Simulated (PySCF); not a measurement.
Estimate the missing entries of this data sheet.

Species: C5H7F3NP.
Atom-mapped SMILES: `[CH3:1][C:2]#[C:3][P:4]([NH:5][CH3:6])[C:7]([F:8])([F:9])[F:10]` (hydrogens: H11, H12, H13 on C1; H14 on N5; H15, H16, H17 on C6)

Conformer (atom-mapped SMILES and torsion angles): `[CH3:1][C:2]#[C:3][P:4]([NH:5][CH3:6])[C:7]([F:8])([F:9])[F:10]`: C3–P4–N5–C6 -162°, C3–P4–C7–F8 -176°.

```csv
property,level,value
point group,PBE0-D3(BJ)/def2-SVP,C1
"rotational constants A, B, C",PBE0-D3(BJ)/def2-SVP,?
dipole moment,wB97X-D/def2-SVPD,2.84 D
HOMO energy,wB97X-D/def2-SVPD,-8.82 eV
LUMO energy,wB97X-D/def2-SVPD,1.37 eV
lowest singlet excitation,TDDFT wB97X-D/def2-SVPD,?
strongest line among the 10 lowest singlet transitions,TDDFT wB97X-D/def2-SVPD,"S8 at 7.31 eV (170 nm, f = 0.362)"
lowest triplet excitation (Tamm–Dancoff),TDA wB97X-D/def2-SVPD,?
static isotropic polarisability,wB97X-D/def2-SVPD,98.2 au
vertical ionisation energy,ΔSCF wB97X-D/def2-SVPD,8.95 eV
electronic spatial extent ⟨r²⟩ about the centre of nuclear charge,wB97X-D/def2-SVPD,1935 bohr²
13C chemical shifts (computed TMS as zero) by class,GIAO B3LYP/pcSseg-1,"137.1 (C7), 111.6 (C2), 77.6 (C3), 35.7 (C6), 5.6 (C1) ppm"
1H chemical shifts (computed TMS as zero) by class,GIAO B3LYP/pcSseg-1,?
"isotropic shieldings of nuclei other than C and H, by class",GIAO B3LYP/pcSseg-1,"224 (N5), 254 (F8/F9/F10), 287 (P4) ppm"
```

The electronic properties come from PySCF, for the isolated species, density fitting. NMR classes are plain means over equivalent atoms (diastereotopic ones count apart unless rotation or inversion swaps them), as if these changed places fast; in this geometry the members of some classes differ.

Question: What are the rotational constants A, B, C?

Answer: 1.391, 0.816, 0.595 GHz.

Question: The lowest singlet excitation?

Answer: 5.30 eV (234 nm, f = 0.014).

Question: Give the lowest triplet excitation (Tamm–Dancoff).

Answer: 4.76 eV.

Question: Give the 1H chemical shifts (computed TMS as zero) by class.

Answer: 2.85 (H15/H16/H17), 2.08 (H11/H12/H13), 1.32 (H14) ppm.

The principal polarisabilities are 75.0, 86.5 and 133.2 au; their mean is the isotropic value. The ΔSCF ionisation energy exceeds −ε(HOMO) by 0.13 eV with wB97X-D. No computed singlet falls in the visible range (750 to 380 nm, 1.65 to 3.26 eV); S1 lies 2.04 eV above its blue end. The 10 singlets span 5.30 to 7.71 eV, and their oscillator strengths add up to 0.82.

For the geometry optimisation (PBE0-D3(BJ)/def2-SVP), on one thread, Intel Xeon Platinum 8259CL at 2.50 GHz (x86_64), shared host with 96 logical CPUs at a one-minute load of 24, this took 2.3 min wall and 0.77 GiB of memory at its peak.

One conformer stands for the species.
